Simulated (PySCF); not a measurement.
Be(Cl)(OH) (BeClHO), SMILES [Be]([Cl])[OH].

Coordinates come from a PBE0-D3(BJ)/def2-TZVP optimisation. Other conformers were not sampled.

Vertical ionisation energy (IE) and electron affinity (EA) in eV. Rows of orbital energies are one-electron estimates. Where ΔSCF, EOM or ADC give a negative EA the extra electron is unbound and the value depends on the basis.

```tsv
level	IE	EA
−ε(HOMO), −ε(LUMO), M06-2X/def2-TZVPD (PySCF)	10.63	0.44
−ε(HOMO), −ε(LUMO), HF/def2-TZVPD (PySCF)	12.65	-0.93
```
